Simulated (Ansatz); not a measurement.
Mulliken charges of `[CH3][Ga][CH3]` radical from r2SCAN/def2-TZVPP in Ansatz (PBE0-D4/def2-TZVP geometry).

```
atom   x (Å)   y (Å)   z (Å)  charge (e)
  C1  -0.788   1.169  -0.961      -0.301
 Ga2   0.922   0.259  -0.471       0.198
  C3   0.859  -1.167   0.927      -0.301
  H4  -1.511   0.413  -1.283       0.065
  H5  -0.670   1.909  -1.751       0.072
  H6  -1.191   1.661  -0.070       0.065
  H7   0.113  -1.914   0.640       0.065
  H8   1.818  -1.660   1.081       0.072
  H9   0.537  -0.716   1.871       0.064
```

**Question.** By hand: the dipole of these point charges (1 e Å = 4.8032 D).

**Answer.** Σ q r = (0.110, 0.033, -0.058) e Å, of length 0.129 e Å = 0.62 D.

**Question.** How does the dipole of the full density compare? (Estimate.)

**Answer.** The calculation gave: (-0.098, -0.028, 0.051) e Å, 0.55 D; the point charges give 1.13 times that, at 179° from its direction, so they point the opposite way.

Point charges leave out the atoms' own dipoles, such as those of lone pairs, and Mulliken's split depends on the basis, so the two needn't agree.
